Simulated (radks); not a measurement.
Charge is removed step by step from the 5s up level of Mo, starting from [Kr] 4d5 5s(up 1, down 0). All-electron calculation, scalar-relativistic Kohn-Sham, r2SCAN, spin-polarised, spherical densities, finite nucleus; open shells are filled with parallel spins first (spin-orbit coupling, left out, can overturn this in heavy ions); meta-GGA in the generalised Kohn-Sham scheme; Fermi nuclear charge, rms radius 4.4091 fm. Program: a radial shooting solver on a logarithmic mesh with Libxc functionals.

removed (e),E - E(0) (eV),eigenvalue (eV),E minus straight line (eV)
0,0.000,-4.881,0.000
0.1,0.514,-5.402,-0.234
0.2,1.080,-5.921,-0.416
0.3,1.698,-6.438,-0.546
0.4,2.367,-6.952,-0.624
0.5,3.088,-7.467,-0.651
0.6,3.860,-7.985,-0.626
0.7,4.685,-8.510,-0.550
0.8,5.562,-9.042,-0.420
0.9,6.493,-9.580,-0.237
1,7.478,-10.120,0.000

Removing the whole electron costs 7.478 eV by Delta-SCF, against 4.881 eV from minus the eigenvalue at the starting occupation. Slater's transition state (half an electron removed) gives 7.467 eV. Integrating minus the eigenvalue over the occupation (Janak's theorem) gives 7.480 eV. In this scalar-relativistic scheme the density is built from large components alone, so the theorem holds only approximately. The mean slope of the eigenvalue, de/dn, is 5.24 eV per electron. Ionisation energy of Mo in the NIST Atomic Spectra Database: 7.092 eV (measured).
